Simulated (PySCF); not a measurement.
Working out the ionisation energy of I

I [Kr] 4d10 5s2 5p5 (2P) → I⁺ [Kr] 4d10 5s2 5p4 (3P). Calculation: PySCF 2.14, in aug-cc-pVTZ-DK3; scalar relativity by spin-free X2C-1e. Frozen: [Kr] 4d10. Energies in hartree (1 hartree = 27.21139 eV):

```tsv
part	I (lower)	I⁺ (upper)
UHF	-7112.380888	-7112.030047
CCSD correlation	-0.133770	-0.105833
(T)	-0.004455	-0.002967
```

Question: What does Hartree-Fock give?

Answer: (-7112.030047) − (-7112.380888) = 0.350841 hartree = 9.547 eV.

Question: What do CCSD and CCSD(T) give?

Answer: The CCSD correlation energies differ by 0.027937 hartree = 0.760 eV and the triples by 0.001488 hartree = 0.040 eV, so CCSD gives 10.307 eV and CCSD(T) 10.347 eV.

Measured between the centres of the two terms (NIST): 10.519 eV, so CCSD(T) (valence) is off by -0.172 eV.

What remains against the reference includes basis incompleteness, the frozen core and higher excitations.
